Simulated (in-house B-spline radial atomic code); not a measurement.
Computed with a B-spline radial atomic code. Model: two electrons, singlet ground state, non-relativistic, full CI in B-splines with partial waves to l = 8 (at full coupling up to 3e-4 hartree above the limit, correlation up to 0.6 % small), density held at that of full coupling by Lieb maximisation.

W(λ) is the mean repulsion in the state of coupling λ less the Hartree energy of the fixed density. Its start is exact exchange, its initial slope is twice the second-order Görling-Levy correlation energy, and its area from 0 to 1 is E_xc. A straight curve means weak, dynamic correlation, and a curve that drops fast and flattens means strong correlation.

Command:
```bash
python run_ac.py task.json out
```
Settings (lengths in bohr, energies in hartree):
```
potential              coulomb
strength               1.25
lmax                   8
```

Cost of the run: 37 s on 1 thread of Intel(R) Xeon(R) Processor @ 2.30GHz, on a shared host.

**W = mean repulsion less Hartree energy, and W of three functionals.**

Given: confinement point charge; nuclear charge 1.25; external potential -Z/r.

Computed: PBE exchange minus exact -1.4944 millihartree; SCAN exchange minus exact -7.2447 millihartree.

| coupling | W xc (hartree) | W xc minus exchange (millihartree) | kinetic minus Kohn-Sham (millihartree) | LDA (PW92) W minus its exchange (millihartree) | PBE W minus its exchange (millihartree) | SCAN W minus its exchange (millihartree) |
| --- | --- | --- | --- | --- | --- | --- |
| 0 | -0.5499 | 0 | 0 | 0 | 0 | 0 |
| 0.02 | ? | ? | ? | ? | ? | ? |
| 0.05 | ? | ? | ? | ? | ? | ? |
| 0.12 | -0.56181 | -11.907 | 0.7 | -38.1 | -9.74 | -10.01 |
| 0.25 | -0.57341 | -23.509 | 2.83 | -61.43 | -19.9 | -19.52 |
| 0.4 | -0.58535 | -35.453 | 6.7 | -81.54 | -30.73 | -29.26 |
| 0.6 | -0.59925 | -49.353 | 13.61 | -102.43 | -43.73 | -40.68 |
| 0.8 | -0.61124 | -61.344 | 21.98 | -119.19 | -55.27 | -50.68 |
| 1 | -0.62167 | -71.773 | 31.34 | -133.21 | -65.57 | -59.54 |
| 1.4 | -0.63889 | -88.986 | 51.85 | -155.78 | -83.21 | -74.63 |
| 2 | -0.65825 | -108.35 | 84.46 | -181.06 | -104.24 | -92.48 |
| 3 | -0.6802 | -130.29 | 138.51 | -210.57 | -130.05 | -114.05 |

Question: What belongs in the row 0.02?

Answer: W xc (hartree): -0.55197; W xc minus exchange (millihartree): -2.072; kinetic minus Kohn-Sham (millihartree): 0.02; LDA (PW92) W minus its exchange (millihartree): -10.33; PBE W minus its exchange (millihartree): -1.6; SCAN W minus its exchange (millihartree): -1.78.

Question: What belongs in the row 0.05?

Answer: W xc (hartree): -0.55501; W xc minus exchange (millihartree): -5.112; kinetic minus Kohn-Sham (millihartree): 0.13; LDA (PW92) W minus its exchange (millihartree): -20.57; PBE W minus its exchange (millihartree): -4.05; SCAN W minus its exchange (millihartree): -4.36.

Question: What is the LDA exchange minus exact?

Answer: 71.874 millihartree.

**Energy parts, natural occupations and partial-wave weights.**

Computed: total energy -0.9335 hartree; exchange energy -0.5499 hartree; correlation energy -0.040432 hartree; kinetic part of the DFT correlation energy 0.031341 hartree; kinetic part over minus potential part 0.43667; Hartree energy 1.0998 hartree; Kohn-Sham kinetic 0.90209 hartree.

| natural | occupation of the shell (electrons) |
| --- | --- |
| s | 1.9484 |
| s | 0.031987 |
| p | ? |
| d | 0.00058497 |
| p | 0.00046196 |
| s | 0.00031052 |

Question: What belongs in the row p?

Answer: occupation of the shell (electrons): 0.018059.

| wave | weight |
| --- | --- |
| s | 0.99034 |
| p | 0.0092797 |
| d | 0.00032447 |
| f | ? |
| g | 9.0044e-06 |

Question: What belongs in the row f?

Answer: weight: 4.0893e-05.

Question: What is the Lieb Oxford ratio E_xc over LDA exchange?

Answer: 1.2349.

Question: What is the initial slope twice GL2?

Answer: -0.10448 hartree.

Half-way to full coupling W has made 59 % of its drop, against 50 % for a straight line, and second-order (GL2) theory, half the initial slope, overshoots the correlation energy by about 29 %: a moderate bend, as in light atoms. Over couplings 0 to 1 the errors in E_xc come to about +27 millihartree for LDA, +3.1 millihartree for PBE, -0.3 millihartree for SCAN, so SCAN is nearest. In LDA and PBE and SCAN the errors of exchange and correlation have opposite signs, so the sum is smaller than the larger of the two.
